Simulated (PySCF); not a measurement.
Sn(Me)2(Cl) (C2H6ClSn), SMILES [CH3][Sn+]([CH3])[Cl], charge +1.

Coordinates come from a B3LYP-D3(BJ)/def2-SVP optimisation. The multiplicity is an assumed one; no other spin state was optimised. The isomer is the one that the SMILES or the coordinates give; other isomers of the formula were not compared. The def2 effective core potentials stand for the cores of Sn; spin–orbit coupling is left out.

Level of theory: TDA-LC-ωPBE/def2-SVPD in PySCF.

Vertical excitations. The molecule is in vacuum.

Give excitation energies, oscillator strengths and character. (Estimate from the structure and the level; the computed values follow.)


```json
[
 {"state": "S1", "energy (eV)": "4.84", "λ (nm)": "256", "f": "0.000", "main pairs": "HOMO→LUMO 95 %"},
 {"state": "S2", "energy (eV)": "6.11", "λ (nm)": "203", "f": "0.000", "main pairs": "HOMO−2→LUMO 94 %"},
 {"state": "S3", "energy (eV)": "6.15", "λ (nm)": "202", "f": "0.025", "main pairs": "HOMO−1→LUMO 89 %"},
 {"state": "S4", "energy (eV)": "6.20", "λ (nm)": "200", "f": "0.004", "main pairs": "HOMO−3→LUMO 96 %"},
 {"state": "S5", "energy (eV)": "6.44", "λ (nm)": "193", "f": "0.087", "main pairs": "HOMO→LUMO+1 70 %, HOMO−2→LUMO+1 13 %, HOMO→LUMO+2 12 %"},
 {"state": "S6", "energy (eV)": "6.73", "λ (nm)": "184", "f": "0.017", "main pairs": "HOMO−1→LUMO+1 84 %"},
 {"state": "S7", "energy (eV)": "7.87", "λ (nm)": "158", "f": "0.383", "main pairs": "HOMO−2→LUMO+1 65 %, HOMO→LUMO+1 15 %, HOMO−4→LUMO 11 %"},
 {"state": "S8", "energy (eV)": "8.39", "λ (nm)": "148", "f": "0.456", "main pairs": "HOMO−3→LUMO+1 77 %"},
 {"state": "S9", "energy (eV)": "8.40", "λ (nm)": "148", "f": "0.075", "main pairs": "HOMO→LUMO+2 57 %, HOMO−2→LUMO+2 14 %"},
 {"state": "S10", "energy (eV)": "8.85", "λ (nm)": "140", "f": "0.001", "main pairs": "HOMO−5→LUMO 97 %"},
 {"state": "T1", "energy (eV)": "4.50", "λ (nm)": "275", "f": "0", "main pairs": "HOMO→LUMO 89 %"},
 {"state": "T2", "energy (eV)": "5.19", "λ (nm)": "239", "f": "0", "main pairs": "HOMO→LUMO+1 84 %"},
 {"state": "T3", "energy (eV)": "5.37", "λ (nm)": "231", "f": "0", "main pairs": "HOMO−1→LUMO 96 %"},
 {"state": "T4", "energy (eV)": "5.70", "λ (nm)": "217", "f": "0", "main pairs": "HOMO−3→LUMO 90 %"}
]
```
Triplets are in the Tamm–Dancoff approximation.
